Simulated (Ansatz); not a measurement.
Reaction (formal exchange of groups at a C–O bond): `CC#COC=S` + `SBCl` → `CC#CB(S)Cl` + `OC=S`

Computed with Ansatz on PBE0-D4/def2-TZVP structures; ΔE is electronic, products minus reactants. CBS: MP2 limit from def2 TZ/QZ plus the TZ coupled-cluster correction, frozen cores. This one scheme is used for every species. Functionals use def2-TZVPP. Each species was taken in one conformer, which may not be the lowest.

`CC#COC=S`:

```xyz
10

C    -0.447    2.030   -0.768
C    -0.256    0.795   -0.029
C    -0.099   -0.222    0.583
O     0.049   -1.307    1.304
C     0.589   -2.397    0.698
S     0.823   -3.778    1.463
H    -1.509    2.265   -0.870
H     0.039    2.867   -0.262
H    -0.022    1.951   -1.771
H     0.832   -2.205   -0.349
```

`SBCl`:

```xyz
5

S    -1.161    0.380    0.555
B     0.259   -0.220   -0.332
Cl    0.004   -1.154   -1.784
H    -0.471    0.997    1.528
H     1.369   -0.004    0.034
```

`CC#CB(S)Cl`:

```xyz
10

C    -2.333   -0.132    0.172
C    -0.894   -0.009    0.121
C     0.309    0.101    0.082
B     1.805    0.229    0.024
S     2.693   -0.702   -1.222
Cl    2.650    1.274    1.160
H    -2.686   -0.137    1.206
H    -2.803    0.712   -0.339
H    -2.667   -1.052   -0.313
H     3.926   -0.284   -0.892
```

`OC=S`:

Z-matrix (Å, degrees):
```
C
O 1 1.332
S 1 1.605 2 123.8
H 1 1.094 2 113.9 3 180.0
H 2 0.965 1 110.0 3 -180.0
```

```
     species  PBE0 energy (Eh)
  `CC#COC=S`        -627.83023
      `SBCl`        -884.21477
`CC#CB(S)Cl`        -999.60589
      `OC=S`        -512.49936
```

Problem. Work out ΔE.

Solution. ΔE = (-999.60589) + (-512.49936) − (-627.83023) − (-884.21477) = -0.06025 Eh = -158.2 kJ/mol. CCSD(T)/CBS gives -165.1 kJ/mol.

Largest T1 diagnostic among the species: 0.018.

The D4 term adds −3.6 kJ/mol with B3LYP and −2.0 kJ/mol with PBE0; it sums over pairs of atoms, weighted by their polarisabilities, and B3LYP, whose exchange is more repulsive, gets the larger term. In def2-TZVPP, CCSD(T) changes the Hartree–Fock value by −5.6 kJ/mol (the triples alone add −1.2 kJ/mol) and MP2 by −13.7 kJ/mol.

B3LYP here is the variant with VWN-RPA as its local correlation; programs differ in this.
